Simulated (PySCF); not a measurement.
## Electron correlation in Sr (strontium, neutral)

[Kr] 4d2, high-spin 3F determinant (an excited configuration). All numbers are calculated (PySCF 2.14, the spin-free X2C one-electron Hamiltonian (Gaussian nucleus), in ANO-RCC-VTZP (7s6p3d1f, 47 functions)). Frozen: [Ar] 3d10; 10 electrons correlated.

| level | correlation energy (mhartree) |
| --- | --- |
| CCSD | -207.01 |
| (T) | -4.05 |
| CCSD(T) | -211.06 |

Diagnostics: T1 = 0.0052, D1 = 0.0135, largest double amplitude 0.029.

Question: Is a single reference adequate?

Answer: Yes, within this model without spin-orbit coupling: T1 lies below 0.03 and no double amplitude reaches 0.07.
